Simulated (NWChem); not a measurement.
The numbers come from NWChem runs, not from measurements. System: diboron tetrafluoride (B₂F₄), charge 0, spin multiplicity 1, at a geometry optimised with B3LYP/def2-SVP. Level: RI-MP2/cc-pVDZ, 6 core orbitals frozen.

Output (cleaned and shortened):

```
             Northwest Computational Chemistry Package (NWChem) 7.3.0
             --------------------------------------------------------

                                NWChem Input Module
                                -------------------

 Scaling coordinates for geometry "geometry" by  1.889725989
 (inverse scale =  0.529177249)

 Turning off AUTOSYM since
 SYMMETRY directive was detected!

                             Geometry "geometry" -> ""
                             -------------------------

 Output coordinates in angstroms (scale by  1.889725989 to convert to a.u.)

  No.       Tag          Charge          X              Y              Z
 ---- ---------------- ---------- -------------- -------------- --------------
    1 F                    9.0000     0.00000000    -1.12434400    -1.55546200
    2 B                    5.0000     0.00000000     0.00000000    -0.86153900
    3 F                    9.0000     0.00000000     1.12434400    -1.55546200
    4 B                    5.0000     0.00000000     0.00000000     0.86153900
    5 F                    9.0000     1.12434400     0.00000000     1.55546100
    6 F                    9.0000    -1.12434400     0.00000000     1.55546100

 Effective nuclear repulsion energy (a.u.)     202.7003659806

            Nuclear Dipole moment (a.u.)
            ----------------------------
        X                 Y               Z
 ---------------- ---------------- ----------------
     0.0000000000     0.0000000000    -0.0000340151

      Symmetry information
      --------------------

 Group name             C2v
 Group number             16
 Group order               4
 No. of unique centers     4

      Symmetry unique atoms

     1    2    4    5


 Summary of "ao basis" -> "" (spherical)
 ------------------------------------------------------------------------------
       Tag                 Description            Shells   Functions and Types
 ---------------- ------------------------------  ------  ---------------------
 *                          cc-pvdz                   on all atoms

 Summary of "ri-mp2 basis" -> "" (spherical)
 ------------------------------------------------------------------------------
       Tag                 Description            Shells   Functions and Types
 ---------------- ------------------------------  ------  ---------------------
 *                         cc-pvdz-ri                 on all atoms

 Summary of "ao basis" -> "ao basis" (spherical)
 ------------------------------------------------------------------------------
       Tag                 Description            Shells   Functions and Types
 ---------------- ------------------------------  ------  ---------------------
 F                          cc-pvdz                  6       14   3s2p1d
 B                          cc-pvdz                  6       14   3s2p1d

                                 NWChem SCF Module
                                 -----------------

  ao basis        = "ao basis"
  functions       =    84
  atoms           =     6
  closed shells   =    23
  open shells     =     0
  charge          =   0.00
  wavefunction    = RHF
  use symmetry    = T
  symmetry adapt  = T

 Summary of "ao basis" -> "ao basis" (spherical)
 ------------------------------------------------------------------------------
       Tag                 Description            Shells   Functions and Types
 ---------------- ------------------------------  ------  ---------------------
 F                          cc-pvdz                  6       14   3s2p1d
 B                          cc-pvdz                  6       14   3s2p1d

      Symmetry analysis of basis
      --------------------------

        a1         34
        a2         10
        b1         20
        b2         20

 Forming initial guess at       0.0s

      Superposition of Atomic Density Guess
      -------------------------------------

 Sum of atomic energies:        -446.60135815

      Non-variational initial energy
      ------------------------------

 Total energy =    -448.012460
 1-e energy   =   -1024.515771
 2-e energy   =     373.802945
 HOMO         =      -0.415535
 LUMO         =       0.047599

[...]
    20      0.335327  2 B  pz                48     -0.335327  4 B  pz
     6     -0.225116  1 F  pz                34     -0.225116  3 F  pz
    62      0.225116  5 F  pz                76      0.225116  6 F  pz
    17      0.168823  2 B  s                 45      0.168823  4 B  s
    16      0.165804  2 B  s                 44      0.165804  4 B  s

 Vector   24  Occ=0.000000D+00  E= 1.126518D-01  Symmetry=b1
              MO Center=  6.4D-16,  4.2D-16, -5.8D-01, r^2= 2.7D+00
   Bfn.  Coefficient  Atom+Function         Bfn.  Coefficient  Atom+Function
  ----- ------------  ---------------      ----- ------------  ---------------
    21      0.595273  2 B  px                18      0.435107  2 B  px
    49      0.260099  4 B  px                 7     -0.223823  1 F  px
    35     -0.223823  3 F  px                 4     -0.193307  1 F  px
    32     -0.193307  3 F  px                59     -0.153644  5 F  s
    73      0.153644  6 F  s

 Vector   25  Occ=0.000000D+00  E= 1.126518D-01  Symmetry=b2
              MO Center=  4.8D-16, -1.1D-15,  5.8D-01, r^2= 2.7D+00
   Bfn.  Coefficient  Atom+Function         Bfn.  Coefficient  Atom+Function
  ----- ------------  ---------------      ----- ------------  ---------------
    50      0.595273  4 B  py                47      0.435107  4 B  py
    22      0.260099  2 B  py                64     -0.223823  5 F  py
    78     -0.223823  6 F  py                61     -0.193307  5 F  py
    75     -0.193307  6 F  py                 3      0.153644  1 F  s
    31     -0.153644  3 F  s

 Vector   26  Occ=0.000000D+00  E= 2.444956D-01  Symmetry=a1
              MO Center= -3.1D-16,  7.6D-17,  1.0D-05, r^2= 6.9D+00
   Bfn.  Coefficient  Atom+Function         Bfn.  Coefficient  Atom+Function
  ----- ------------  ---------------      ----- ------------  ---------------
    23      1.469529  2 B  pz                51      1.469533  4 B  pz
    17      0.858490  2 B  s                 45     -0.858485  4 B  s
     3      0.332793  1 F  s                 31      0.332793  3 F  s
    59     -0.332796  5 F  s                 73     -0.332796  6 F  s

 center of mass
 --------------
 x =   0.00000000 y =   0.00000000 z =  -0.00000073

 moments of inertia (a.u.)
 ------------------
         886.482623933040           0.000000000000           0.000000000000
           0.000000000000         886.482623933040           0.000000000000
           0.000000000000           0.000000000000         343.062385688551

  Mulliken analysis of the total density
  --------------------------------------

    Atom       Charge   Shell Charges
 -----------   ------   -------------------------------------------------------
    1 F    9     9.21   2.00  0.90  0.97  3.35  1.99  0.01
    2 B    5     4.58   2.01  0.59  0.15  1.33  0.20  0.30
    3 F    9     9.21   2.00  0.90  0.97  3.35  1.99  0.01
    4 B    5     4.58   2.01  0.59  0.15  1.33  0.20  0.30
    5 F    9     9.21   2.00  0.90  0.97  3.35  1.99  0.01
    6 F    9     9.21   2.00  0.90  0.97  3.35  1.99  0.01

       Multipole analysis of the density wrt the origin
       ------------------------------------------------

     L   x y z        total         open         nuclear
     -   - - -        -----         ----         -------
     0   0 0 0     -0.000000      0.000000     46.000000

     1   1 0 0      0.000000      0.000000      0.000000
     1   0 1 0      0.000000      0.000000      0.000000
     1   0 0 1      0.000003      0.000000     -0.000034

     2   2 0 0    -22.871734      0.000000     81.258460
     2   1 1 0      0.000000      0.000000      0.000000
     2   1 0 1     -0.000000      0.000000      0.000000
     2   0 2 0    -22.871737      0.000000     81.258460
     2   0 1 1     -0.000000      0.000000      0.000000
     2   0 0 2    -26.744286      0.000000    337.547968

                               NWChem RI-MP2 Module
                               --------------------

 Summary of "ri-mp2 basis" -> "ri-mp2 basis" (spherical)
 ------------------------------------------------------------------------------
       Tag                 Description            Shells   Functions and Types
 ---------------- ------------------------------  ------  ---------------------
 F                         cc-pvdz-ri               18       56   7s5p4d2f
 B                         cc-pvdz-ri               18       56   7s5p4d2f

 SCF Reference Information:
            File: './mol.movecs'
           Title: ''
    Size (AOxMO):     84 x     84
       Total Occ:              46.00
 RI-MP2 Calculation Information:
          Nr. of AO basis functions:         84
     Nr. of fitting basis functions:        336
               Nr. of MO spin cases:          1
        Nr. of MOs to be correlated:         78
     Nr. of occupied MOs correlated:         17
      Nr. of virtual MOs correlated:         61

          RI integral approximation: 'V'
    Threshold for Schwarz screening:  1.000E-09
 Smallest eigenvalue retained in fit  1.000E-08
    Type of storage for MO integrals 'EAF library'

 Transformation block size   17, requiring     1 integral passes.
 XForm_3cInts: Completed     1:   17 pass.
 Energy evaluation using block sizes    17   17
 RIMP2_V_E2: Approx. ints. done (    1:   17,    1:   17)
 RIMP2_V_E2: Copy to B done (    1:   17,    1:   17)
 RIMP2_V_E2: Denominators done (    1:   17,    1:   17)
 RIMP2_V_E2: Completed block (    1:   17,    1:   17)

          -------------------------------------------
          SCF energy                -447.377615238770
          Correlation energy          -0.894998916050
          Total MP2 energy          -448.272614154820
          -------------------------------------------

 -----------------------
 Performance information
 -----------------------

 Timer overhead =  9.65D-08 seconds/call

               Nr. of calls         CPU time (s)                 Wall time (s)                GFlops
             ---------------    -------------------     ------------------------------   -------------------
Name         Min   Avg   Max    Min     Avg     Max     Min     Avg     Max   Mx/calls   Min     Max     Sum
Overall       1     1     1    1.0     1.0     1.0      1.0     1.0     1.0     1.0      0.0     0.0     0.0
3c integr     1     1     1   0.28    0.28    0.28     0.28    0.28    0.28    0.28      0.0     0.0     0.0
Energy        1     1     1   9.81E-2 9.81E-2 9.81E-2  9.81E-2 9.81E-2 9.81E-2 9.81E-2   0.0     0.0     0.0
3c integr     1     1     1   0.27    0.27    0.27     0.27    0.27    0.27    0.27      0.0     0.0     0.0
First 2/3     3     3     3   4.81E-3 4.81E-3 4.81E-3  4.81E-3 4.81E-3 4.81E-3 1.60E-3   0.0     0.0     0.0
Final 1/3     1     1     1   6.16E-3 6.16E-3 6.16E-3  6.16E-3 6.16E-3 6.16E-3 6.16E-3   0.0     0.0     0.0
Write 3c      1     1     1   6.79E-4 6.79E-4 6.79E-4  6.79E-4 6.79E-4 6.79E-4 6.79E-4   0.0     0.0     0.0
Read 3c i     1     1     1   6.03E-4 6.03E-4 6.03E-4  6.03E-4 6.03E-4 6.03E-4 6.03E-4   0.0     0.0     0.0
Fitting b     1     1     1   5.51E-2 5.51E-2 5.51E-2  5.51E-2 5.51E-2 5.51E-2 5.51E-2   0.0     0.0     0.0
Schwarz i     1     1     1   7.47E-3 7.47E-3 7.47E-3  7.47E-3 7.47E-3 7.47E-3 7.47E-3   0.0     0.0     0.0
Form 4ci      1     1     1   1.85E-2 1.85E-2 1.85E-2  1.85E-2 1.85E-2 1.85E-2 1.85E-2   0.0     0.0     0.0
Form A &      1     1     1   7.48E-2 7.48E-2 7.48E-2  7.48E-2 7.48E-2 7.48E-2 7.48E-2   0.0     0.0     0.0
Denominat     1     1     1   6.71E-4 6.71E-4 6.71E-4  6.71E-4 6.71E-4 6.71E-4 6.71E-4   0.0     0.0     0.0
Pair Ener     1     1     1   2.06E-3 2.06E-3 2.06E-3  2.06E-3 2.06E-3 2.06E-3 2.06E-3   0.0     0.0     0.0

 The average no. of pstat calls per process was 1.60D+01
 with a timing overhead of 1.54D-06s

 Task  times  cpu:        1.0s     wall:        1.0s

 Total times  cpu:        1.0s     wall:        1.0s
```

**Question.** Write an NWChem input that would produce this output.

**Answer.** This is not unique; one that fits is 
```
start mol
memory heap 200 mb stack 900 mb global 1100 mb
geometry units angstroms nocenter noautoz
  F      0.000000    -1.124344    -1.555462
  B      0.000000     0.000000    -0.861539
  F      0.000000     1.124344    -1.555462
  B      0.000000     0.000000     0.861539
  F      1.124344     0.000000     1.555461
  F     -1.124344     0.000000     1.555461
  symmetry group C2v
end
basis spherical
  * library cc-pvdz
end
basis "ri-mp2 basis" spherical
  * library cc-pvdz-ri
end
scf
  rhf
  nopen 0
  maxiter 100
  thresh 1e-7
  semidirect memsize 60000000 filesize 0
end
mp2
  freeze core 6
end
task rimp2 energy
```
